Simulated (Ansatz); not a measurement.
`O=C=[N][GaH][Cl]` + `C[SeH]` → `C[Se][GaH][Cl]` + `N=C=O` at 600 K and 1 bar (ligand exchange at a Ga–N bond).

Computed with Ansatz on PBE0-D4/def2-TZVP structures; ΔE is electronic, products minus reactants. CCSD(T)/CBS adds triple-zeta CCSD(T) − MP2 to the extrapolated MP2 energy (def2 sets, frozen cores). This one scheme is used for every species. For Ga, Se outer-core shells are correlated without core-valence functions, which leaves a few kJ/mol of doubt a bond. Scalar relativity is left out up to krypton. One conformer a species, not always the lowest.

```json
{"species": "`O=C=[N][GaH][Cl]`", "CCSD(T)/CBS energy (Eh)": "-2552.32599", "H − E (kJ/mol)": "105.5", "S (J/(mol·K))": "417.8"}
{"species": "`C[SeH]`", "CCSD(T)/CBS energy (Eh)": "-2441.15625", "H − E (kJ/mol)": "149.5", "S (J/(mol·K))": "312.9"}
{"species": "`C[Se][GaH][Cl]`", "CCSD(T)/CBS energy (Eh)": "-4824.97287", "H − E (kJ/mol)": "177.7", "S (J/(mol·K))": "452.9"}
{"species": "`N=C=O`", "CCSD(T)/CBS energy (Eh)": "-168.51995", "H − E (kJ/mol)": "83.3", "S (J/(mol·K))": "274.5"}
```

H − E and S are ideal-gas, rigid-rotor, harmonic terms from PBE0-D4/def2-TZVP, for one conformer and one mirror image of each species. 1 Eh = 2625.50 kJ/mol, R = 8.31446 J/(mol·K).

Task: By hand: ΔE, ΔH, ΔS and ΔG.

Result: ΔE = (-4824.97287) + (-168.51995) − (-2552.32599) − (-2441.15625) = -0.01058 Eh = -27.8 kJ/mol. Δ(H − E) = 177.7 + 83.3 − 105.5 − 149.5 = 6.0, so ΔH = -21.8 kJ/mol. ΔS = 452.9 + 274.5 − 417.8 − 312.9 = -3.3 J/(mol·K). ΔG = -21.8 − 600 × (-3.3)/1000 = -19.8 kJ/mol.

Task: By hand: the equilibrium constant, and the temperature at which ΔG would vanish if ΔH and ΔS stayed fixed.

Result: log₁₀ K = −ΔG/(RT ln 10) = 1.7. ΔG = 0 at ΔH/ΔS = 6606 K, far beyond where these terms or the molecules hold.

The number of gas molecules stays the same, so ΔS is small and ΔH decides. A doubt of 5 kJ/mol in ΔE shifts log₁₀ K by 0.4 here. Other conformers and mirror images would add mixing entropy, several J/(mol·K) or more a flexible species. Modes under 60 cm⁻¹, often nearly free rotors, make the harmonic entropy too high. These are equilibria of isolated gas molecules and say nothing of rates. Largest T1 diagnostic: 0.018 (customary marks: 0.02 for closed shells, 0.045 for open ones).
